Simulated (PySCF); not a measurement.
# UHF on As³⁺ (arsenic, charge +3)

Configuration: [Ar] 3d10 4s2, closed-shell 1S. Computed with PySCF 2.14 in aug-cc-pVQZ-DK (8s7p5d3f2g, 93 functions), with scalar relativity by spin-free X2C-1e.

- Total energy: -2257.003283 hartree
- One-electron energy: -3105.5138 hartree
- Hartree (Coulomb) energy: 930.3621 hartree
- Exchange energy: -81.8516 hartree
- ⟨S²⟩: 0.0000
- ⟨L²⟩: 0.000
- Sum of ⟨r⟩: 16.66 bohr
- Sum of ⟨r²⟩: 16.51 bohr²
- Langevin diamagnetic susceptibility: -13.1 ×10⁻⁶ cm³/mol

```csv
shell,electrons,mean orbital energy (eV),"rms radius, mean of both spins (bohr)"
1s,2,-11979.3,0.0524
2s,2,-1607.1,0.219
2p,6,-1408.8,0.196
3s,2,-259.89,0.639
3p,6,-196.03,0.667
3d,10,-90.899,0.742
4s,2,-48.089,1.90
```

Densities and radii are taken from the X2C orbitals without a picture-change correction, which distorts them close to the nucleus.
